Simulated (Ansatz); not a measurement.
`[F][Ta]([F])([F])([F])[F]` and `[F][Ta]([F])([F])([F])[Cl]` differ in one atom or group.

Ansatz, PBE0-D4/def2-TZVP geometries, multiplicity 1. 

Elements past krypton have def2 core potentials.

```json
{"property": "HOMO energy (PBE/def2-TZVPP) / eV", "`[F][Ta]([F])([F])([F])[F]`": "-10.15"}
{"property": "size of the dipole moment (ωB97M-V/def2-TZVPP) / D", "`[F][Ta]([F])([F])([F])[F]`": "0.00"}
{"property": "HOMO–LUMO gap (PBE0/def2-TZVPP) / eV", "`[F][Ta]([F])([F])([F])[F]`": "9.85"}
{"property": "LUMO energy (PBE0/def2-TZVPP) / eV", "`[F][Ta]([F])([F])([F])[F]`": "-2.40"}
{"property": "HOMO–LUMO gap (B3LYP/def2-TZVPP) / eV", "`[F][Ta]([F])([F])([F])[F]`": "9.26"}
{"property": "HOMO energy (ωB97M-V/def2-TZVPP) / eV", "`[F][Ta]([F])([F])([F])[F]`": "-14.76"}
```

What does the change do to each property? (Best estimate.)

The calculation gave: 
| property | `[F][Ta]([F])([F])([F])[Cl]` | shift |
| --- | --- | --- |
| HOMO energy (PBE/def2-TZVPP) / eV | -8.47 | 1.68 |
| size of the dipole moment (ωB97M-V/def2-TZVPP) / D | 0.01 | 0.01 |
| HOMO–LUMO gap (PBE0/def2-TZVPP) / eV | 7.04 | -2.81 |
| LUMO energy (PBE0/def2-TZVPP) / eV | -2.92 | -0.52 |
| HOMO–LUMO gap (B3LYP/def2-TZVPP) / eV | 6.52 | -2.74 |
| HOMO energy (ωB97M-V/def2-TZVPP) / eV | -12.20 | 2.56 |

With PBE0 the HOMO rises by 2.29 eV and the LUMO falls by 0.52 eV, so the gap narrows by about 2.81 eV. PBE moves the HOMO by 1.68 eV and ωB97M-V by 2.56 eV.

B3LYP here is the variant with VWN-RPA as its local correlation; programs differ in this.
